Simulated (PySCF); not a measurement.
# F⁺: ionisation energy

F⁺ [He] 2s2 2p4 (3P) → F²⁺ [He] 2s2 2p3 (4S), as a difference of total energies. Calculation: PySCF 2.14, in def2-TZVP; the non-relativistic Hamiltonian (point nucleus). Correlated levels: valence: 1s2 frozen. The calculations carry no spin-orbit coupling.

| method | ionisation energy (eV) |
| --- | --- |
| UHF | 33.409 |
| PBE | 35.421 |
| BP86 | 35.571 |
| MP2 (valence) | 34.598 |
| SCS-MP2 (valence) | 34.692 |
| CCSD (valence) | 34.638 |
| CCSD(T) (valence) | 34.659 |

Errors of the correlated levels include the incompleteness of this basis and the frozen core.

Problem. Which method comes closest to the reference value, and which is furthest?

Solution. The reference is 34.950 eV (measured; NIST levels, between the centres of gravity of the two terms). Closest: SCS-MP2 (valence) (error -0.258 eV); furthest: UHF (error -1.541 eV).
